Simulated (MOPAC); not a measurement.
Job for MOPAC: PM6 on C2H5FO2 (a complex).

```
PM6 1SCF PRECISE CHARGE=0 THREADS=1
C2H5FO2

C      0.21351775 1    -0.16382201 1     0.47183912 1
F      0.64902935 1    -1.24725251 1     1.26612368 1
H     -0.54645090 1    -0.54101360 1    -0.21009106 1
H     -0.19081087 1     0.59437511 1     1.13834234 1
H      1.07625775 1     0.20849371 1    -0.07768059 1
O     -0.52003409 1     0.95621562 1     3.50572743 1
C     -0.18363746 1     0.12836794 1     4.31077968 1
O      0.38119624 1    -1.04484341 1     4.03298623 1
H     -0.30378515 1     0.24161203 1     5.39620587 1
H      0.48230264 1    -1.13325849 1     3.06153890 1
```

It printed:

```
*******************************************************************************
 **                                                                           **
 **                              MOPAC v23.2.5                                **
 **                                                                           **
 *******************************************************************************
 ** MOPAC's Digital Object Identifier: https://doi.org/10.5281/zenodo.6511958 **
 **                                                                           **
 ** Please cite the open-source release paper for use of this MOPAC version:  **
 ** J. E. Moussa and J. J. P. Stewart (2026)                                  **
 ** MOPAC: An open-source semiempirical molecular orbital program             **
 ** J. Open Source Softw., 11(119), 8025, https://doi.org/10.21105/joss.08025 **
 *******************************************************************************

                              PM6 CALCULATION RESULTS

 *******************************************************************************
 *  PM6        - The PM6 Hamiltonian to be used
 *
 *
 *
 *                 CHARGE ON SYSTEM = 0
 *
 *
 *
 *  PRECISE    - TIGHTER CRITERIA TO BE USED
 *  1SCF       - DO 1 SCF AND THEN STOP
 *  THREADS=1  - MULTI-THREADING NOT USED
 *  T=         - A TIME OF 172800.0 SECONDS REQUESTED
 *  DUMP=N     - RESTART FILE WRITTEN EVERY 7200.0 SECONDS REQUESTED
 *******************************************************************************
PM6 1SCF PRECISE CHARGE=0 THREADS=1
 C2H5FO2

   ATOM   CHEMICAL          X               Y               Z
  NUMBER   SYMBOL      (ANGSTROMS)     (ANGSTROMS)     (ANGSTROMS)

     1       C          0.21351775  *  -0.16382201  *   0.47183912  *
     2       F          0.64902935  *  -1.24725251  *   1.26612368  *
     3       H         -0.54645090  *  -0.54101360  *  -0.21009106  *
     4       H         -0.19081087  *   0.59437511  *   1.13834234  *
     5       H          1.07625775  *   0.20849371  *  -0.07768059  *
     6       O         -0.52003409  *   0.95621562  *   3.50572743  *
     7       C         -0.18363746  *   0.12836794  *   4.31077968  *
     8       O          0.38119624  *  -1.04484341  *   4.03298623  *
     9       H         -0.30378515  *   0.24161203  *   5.39620587  *
    10       H          0.48230264  *  -1.13325849  *   3.06153890  *



          CARTESIAN COORDINATES

    NO.       ATOM           X           Y           Z

     1         C          0.2135     -0.1638      0.4718
     2         F          0.6490     -1.2473      1.2661
     3         H         -0.5465     -0.5410     -0.2101
     4         H         -0.1908      0.5944      1.1383
     5         H          1.0763      0.2085     -0.0777
     6         O         -0.5200      0.9562      3.5057
     7         C         -0.1836      0.1284      4.3108
     8         O          0.3812     -1.0448      4.0330
     9         H         -0.3038      0.2416      5.3962
    10         H          0.4823     -1.1333      3.0615

 General Reference for PM6:
 "Optimization of Parameters for Semiempirical Methods V: Modification of NDDO Approximations
 and Application to 70 Elements", J. J. P. Stewart, J. Mol. Mod., 13, 1173-1213 (2007)
 URL: https://link.springer.com/article/10.1007/s00894-007-0233-4

           Empirical Formula: C2 H5 O2 F  =    10 atoms



      MOLECULAR POINT GROUP   :   Cs


      RHF CALCULATION, NO. OF DOUBLY OCCUPIED LEVELS = 16


 -------------------------------------------------------------------------------
 PM6 1SCF PRECISE CHARGE=0 THREADS=1
 C2H5FO2



     1SCF WAS SPECIFIED, SO BFGS WAS NOT USED
     SCF FIELD WAS ACHIEVED


                              PM6 CALCULATION
                                                       MOPAC v23.2.5 Linux




          FINAL HEAT OF FORMATION =       -137.70016 KCAL/MOL =    -576.13747 KJ/MOL


          COSMO AREA              =        115.78 SQUARE ANGSTROMS
          COSMO VOLUME            =         96.92 CUBIC ANGSTROMS

          IONIZATION POTENTIAL    =         11.397573 EV
          HOMO LUMO ENERGIES (EV) =        -11.398  0.326
          NO. OF FILLED LEVELS    =         16
          MOLECULAR WEIGHT        =         80.0587         POINT GROUP:  Cs

          MOLECULAR DIMENSIONS (Angstroms)

            Atom       Atom       Distance
            H     9    H     3     5.66586
            F     2    O     6     2.26609
            H     9    H     5     1.73913


          SCF CALCULATIONS        =          1





   ATOM   CHEMICAL          X               Y               Z
  NUMBER   SYMBOL      (ANGSTROMS)     (ANGSTROMS)     (ANGSTROMS)

     1       C          0.21351775  *  -0.16382201  *   0.47183912  *
     2       F          0.64902935  *  -1.24725251  *   1.26612368  *
     3       H         -0.54645090  *  -0.54101360  *  -0.21009106  *
     4       H         -0.19081087  *   0.59437511  *   1.13834234  *
     5       H          1.07625775  *   0.20849371  *  -0.07768059  *
     6       O         -0.52003409  *   0.95621562  *   3.50572743  *
     7       C         -0.18363746  *   0.12836794  *   4.31077968  *
     8       O          0.38119624  *  -1.04484341  *   4.03298623  *
     9       H         -0.30378515  *   0.24161203  *   5.39620587  *
    10       H          0.48230264  *  -1.13325849  *   3.06153890  *

                             CARTESIAN COORDINATES

   1    C        0.213517750    -0.163822010     0.471839120
   2    F        0.649029350    -1.247252510     1.266123680
   3    H       -0.546450900    -0.541013600    -0.210091060
   4    H       -0.190810870     0.594375110     1.138342340
   5    H        1.076257750     0.208493710    -0.077680590
   6    O       -0.520034090     0.956215620     3.505727430
   7    C       -0.183637460     0.128367940     4.310779680
   8    O        0.381196240    -1.044843410     4.032986230
   9    H       -0.303785150     0.241612030     5.396205870
  10    H        0.482302640    -1.133258490     3.061538900


           Empirical Formula: C2 H5 O2 F  =    10 atoms



      MOLECULAR POINT GROUP   :   Cs


                  EIGENVALUES
 -41.22708 -32.87099 -31.57520 -25.23259 -24.16252 -18.29886 -17.72018 -17.22054
 -17.11043 -16.28718 -15.95335 -13.99316 -13.66855 -13.64024 -12.51488 -11.39757
   0.32583   1.99569   2.42681   3.76482   4.12152   4.99927   5.10705   5.24630
   5.65431


              NET ATOMIC CHARGES AND DIPOLE CONTRIBUTIONS

  ATOM NO.   TYPE          CHARGE      No. of ELECS.   s-Pop       p-Pop
    1          C          -0.240389        4.2404     1.12571     3.11468
    2          F          -0.212288        7.2123     1.97483     5.23746
    3          H           0.146149        0.8539     0.85385
    4          H           0.166726        0.8333     0.83327
    5          H           0.146067        0.8539     0.85393
    6          O          -0.519820        6.5198     1.84697     4.67285
    7          C           0.501193        3.4988     1.11527     2.38354
    8          O          -0.476205        6.4762     1.80405     4.67215
    9          H           0.144624        0.8554     0.85538
   10          H           0.343943        0.6561     0.65606
 DIPOLE           X         Y         Z       TOTAL
 POINT-CHG.    -0.119     0.311     0.080     0.342
 HYBRID         0.141    -0.248    -0.455     0.537
 SUM            0.022     0.063    -0.376     0.381


          ATOMIC ORBITAL ELECTRON POPULATIONS

     Atom    s        px        py        pz
    1  C   1.12571   1.12207   0.94624   1.04637
    2  F   1.97483   1.92408   1.55651   1.75687
    3  H   0.85385
    4  H   0.83327
    5  H   0.85393
    6  O   1.84697   1.52308   1.51123   1.63855
    7  C   1.11527   0.69112   0.74273   0.94968
    8  O   1.80405   1.73897   1.48821   1.44498
    9  H   0.85538
   10  H   0.65606

 **********************
 *                    *
 * JOB ENDED NORMALLY *
 *                    *
 **********************




 == MOPAC DONE ==
```

The run finished.

Cost: around 0.03 core-seconds (rough).
